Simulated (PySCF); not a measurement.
Ligand exchange on a metal centre used in film growth or etching (Y Cl-F). Isolated molecules, 0 K electronic values unless said otherwise.

Calculation: B3LYP-D3(BJ)/def2-TZVP // r2SCAN-D4/def2-SVP (PySCF). All candidates: neutral, multiplicity 1. B3LYP has the VWN-RPA correlation part, as in Gaussian. 

| Quantity | Result |
|---|---|
| HOMO–LUMO gap | 5.55 eV |
| dipole moment | 0.01 D |
| LUMO | -3.28 eV |

Problem. Identify which member has these values.
(A) [Y(Cl)(F)2]
(B) [Y(F)3]
(C) [Y(Cl)3]
(D) [Y(Cl)2(F)]

Solution. C, [Y(Cl)3]. The others give [Y(Cl)2(F)]: 5.63 eV, 0.57 D, -3.15 eV; [Y(Cl)(F)2]: 5.70 eV, 0.72 D, -2.98 eV; [Y(F)3]: 7.45 eV, 0.20 D, -2.79 eV
